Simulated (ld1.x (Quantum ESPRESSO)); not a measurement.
**sulfur (S), TM: configuration errors across variants**

* Element: sulfur
* Generator: ld1.x (Quantum ESPRESSO) 7.5
* Type: norm-conserving Troullier–Martins (Kleinman–Bylander form)
* Functional: PBE
* Relativity: non-relativistic
* Frozen core: [Ne]
* Valence charge: 6
* Reference configuration: 3s2 3p4
* Partial waves: 3p (bound): rc 1.40 bohr; 3s (bound): rc 1.40 bohr
* Local potential: the s channel
* Core correction: none

All-electron excitation energies from the reference (eV): (1) 3s2 3p3 11.782; (2) 3s2 3p2 34.078; (3) 3s2 3p1 68.128; (4) 3s1 3p5 10.183; (5) 3s2 3p4.3 -1.713; (6) 3s2 3p0 114.928; (7) 3s2 3p3.5 4.667.

Errors AE − PS in meV (a dash: test not solved or not reliable):

```csv
change,(1),(2),(3),(4),(5),(6),(7),bound ghosts
base,+2.6,+18,+62,+0.5,+0.1,+170,+0.5,none
"all radii scaled by about 0.76 (s 1.06, p 1.06 bohr)",+4.8,+28,+84,+7.7,+0.2,+189,+0.9,none
"all radii scaled by about 1.11 (s 1.56, p 1.56 bohr)",+3.3,+22,+77,+0.6,+0.1,+208,+0.6,none
"all radii scaled by about 1.26 (s 1.76, p 1.76 bohr)",+5.6,+35,+112,+2.9,+0.2,+275,+1.1,none
"all radii scaled by about 1.37 (s 1.92, p 1.92 bohr)",+8.1,+47,+142,+3.9,+0.4,+326,+1.6,none
```

Q: Give the same row for: all radii scaled by about 0.90 (s 1.26, p 1.26 bohr).

A: +2.8, +18, +62, +1.6, +0.1, +162, +0.5; bound ghosts: none.
